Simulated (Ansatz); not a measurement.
Consider the cleavage of the Sn–Si bond: `[SiH3][SnH2][SH]` + HCl → `[SH][SnH2][Cl]` + SiH₄.

Computed with Ansatz on PBE0-D4/def2-TZVP structures; ΔE is electronic, products minus reactants. CBS: MP2 limit from def2 TZ/QZ plus the TZ coupled-cluster correction, frozen cores. This one scheme is used for every species. Functionals use def2-TZVPP. B3LYP here is the variant with VWN-RPA as its local correlation; programs differ in this. HSE06 is defined as in plane-wave codes. def2 core potentials past Kr. For Sn outer-core shells are correlated without core-valence functions, which leaves a few kJ/mol of doubt a bond. One conformer a species, not always the lowest.

`[SiH3][SnH2][SH]`:

Z-matrix (Å, degrees):
```
Si
Sn 1 2.560
H 1 1.486 2 109.5
H 1 1.485 2 109.5 3 119.9
H 1 1.485 2 109.6 3 -119.9
S 2 2.414 1 105.4 3 -179.4
H 2 1.710 1 113.2 3 -61.3
H 2 1.710 1 113.2 3 62.6
H 6 1.343 2 94.2 1 -179.2
```

HCl:

Z-matrix (Å, degrees):
```
Cl
H 1 1.279
```

`[SH][SnH2][Cl]`:

```xyz
6

S     0.727   -0.984   -1.471
Sn   -0.129   -0.058    0.553
Cl   -2.135    1.040    0.096
H     1.127    0.210   -1.940
H     0.908    1.139    1.169
H    -0.497   -1.348    1.593
```

SiH₄:

```xyz
5

Si    0.000    0.000    0.000
H    -0.928   -1.050   -0.491
H     0.041    1.119   -0.975
H     1.361   -0.574    0.152
H    -0.474    0.505    1.313
```

```tsv
level	ΔE (kJ/mol)	difference from CCSD(T)/CBS
BLYP-D4	-68.5	-2.3
r2SCAN0-D4	-67.0	-0.8
B2PLYP	-71.8	-5.6
BLYP	-71.7	-5.5
PBE0	-61.8	4.4
B3LYP	-72.2	-6.0
HSE06	-61.9	4.3
BHLYP	-77.4	-11.2
LC-ωPBE	-64.8	1.4
CCSD/def2-SVP	-69.3	-3.1
HF/def2-TZVPP	-89.1	-22.9
SCS-MP2/def2-TZVPP	-71.7	-5.5
HF/def2-QZVPP	-90.5	-24.3
MP2/def2-QZVPP	-69.0	-2.8
SCS-MP2/def2-QZVPP	-73.6	-7.4
HF/CBS(def2)	-90.7	-24.5
CCSD(T)/CBS	-66.2	0
```

Problem. What do rigid-rotor, harmonic-oscillator terms from PBE0-D4/def2-TZVP frequencies (298.15 K, 1 bar) make of the CCSD(T)/CBS value? (Best estimate.)

Solution. Computed: ΔZPE = +3.4 kJ/mol, ΔH = -65.7 kJ/mol, ΔS = -21 J/(mol·K), ΔG = -59.6 kJ/mol. Modes under 50 cm⁻¹ make the entropy rough.

Largest T1 diagnostic among the species: 0.013.

The D4 term adds +3.0 kJ/mol with B3LYP and +1.9 kJ/mol with PBE0; it sums over pairs of atoms, weighted by their polarisabilities, and B3LYP, whose exchange is more repulsive, gets the larger term. Leaving LDA and LC-ωPBE aside and taking each functional with its dispersion term where it has one, the values, not all of them listed here, spread over 17.3 kJ/mol, from B97M-V to PBE-D4. LDA lies +7.6 kJ/mol from PBE without D4. In def2-TZVPP, CCSD(T) changes the Hartree–Fock value by +25.3 kJ/mol (the triples alone add +1.3 kJ/mol) and MP2 by +22.0 kJ/mol.
